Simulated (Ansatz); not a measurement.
`C[B](C)[AlH2]` + `C=N` → `C=[N][AlH2]` + `CBC` at 600 K and 1 bar (cleavage of the Al–B bond).

Calculated with Ansatz (gas phase, PBE0-D4/def2-TZVP geometries, no zero-point term in ΔE). CBS: MP2 limit from def2 TZ/QZ plus the TZ coupled-cluster correction, frozen cores. This one scheme is used for every species.

```csv
species,CCSD(T)/CBS energy (Eh),H − E (kJ/mol),S (J/(mol·K))
`C[B](C)[AlH2]`,-347.69710,300.7,445.2
`C=N`,-94.52360,129.6,259.4
`C=[N][AlH2]`,-337.15304,155.6,339.9
`CBC`,-105.11307,269.5,357.3
```

H − E and S are ideal-gas, rigid-rotor, harmonic terms from PBE0-D4/def2-TZVP, for one conformer and one mirror image of each species. 1 Eh = 2625.50 kJ/mol, R = 8.31446 J/(mol·K).

Q: By hand: ΔE, ΔH, ΔS and ΔG.

A: ΔE = (-337.15304) + (-105.11307) − (-347.69710) − (-94.52360) = -0.04541 Eh = -119.2 kJ/mol. Δ(H − E) = 155.6 + 269.5 − 300.7 − 129.6 = -5.2, so ΔH = -124.4 kJ/mol. ΔS = 339.9 + 357.3 − 445.2 − 259.4 = -7.4 J/(mol·K). ΔG = -124.4 − 600 × (-7.4)/1000 = -120.0 kJ/mol.

Q: By hand: the equilibrium constant, and the temperature at which ΔG would vanish if ΔH and ΔS stayed fixed.

A: log₁₀ K = −ΔG/(RT ln 10) = 10.4. ΔG = 0 at ΔH/ΔS = 16811 K, far beyond where these terms or the molecules hold.

The number of gas molecules stays the same, so ΔS is small and ΔH decides. A doubt of 5 kJ/mol in ΔE shifts log₁₀ K by 0.4 here. Other conformers and mirror images would add mixing entropy, several J/(mol·K) or more a flexible species. These are equilibria of isolated gas molecules and say nothing of rates. Largest T1 diagnostic: 0.015 (customary marks: 0.02 for closed shells, 0.045 for open ones).
